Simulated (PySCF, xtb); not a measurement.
CH3Cl2OTa, SMILES [Cl][Ta]([CH3])(=[O])[Cl], multiplicity 1.

Harmonic wavenumbers (cm⁻¹) from GFN2-xTB (xtb) at its own minimum, in rising order: 51, 76, 84, 96, 131, 147, 314, 341, 368, 672, 700, 821, 1285, 1453, 1472, 2972, 3007, 3012.

Task: What does PBE-D3(BJ)/def2-SVP in PySCF 2.14.0 give at its own minimum? (The exact figures need the calculation; the answer reports its results.)

Result: 93, 117, 136, 153, 208, 217, 379, 396, 532, 536, 623, 975, 1142, 1338, 1344, 2950, 3057, 3062. Paired by order, the mean absolute difference is 83 cm⁻¹ and the zero-point energies are 24.3 and 24.7 kcal/mol.
